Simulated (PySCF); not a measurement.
Computed with PBE0-D3(BJ)/def2-TZVP (PySCF). Gas-phase values, no solvent. One relaxed conformer stands for a flexible species; it need not be the lowest. Delta-SCF ions had no search for a lower state. Excitations are Tamm–Dancoff values on a coarser integration grid. The basis has no diffuse functions, so Rydberg states are missing or too high.

Reference species (SMILES): `[SiH3][SiH]=C=[SiH2]` (neutral, multiplicity 1).

| Item | Result |
|---|---|
| vertical ionisation energy (Delta-SCF) | 8.11 eV |
| T1 excitation (TDA) | 2.34 eV |

Changed species: `[SiH2]=C[SiH]=[SiH2]` (Si–C–Si–Si torsion 48°).

Q: Predict the effect on the vertical ionisation energy (Delta-SCF) and T1 excitation (TDA).

A: the vertical ionisation energy (Delta-SCF) decreases by 1.01 eV, to 7.10 eV; the T1 excitation (TDA) decreases by 1.00 eV, to 1.34 eV.
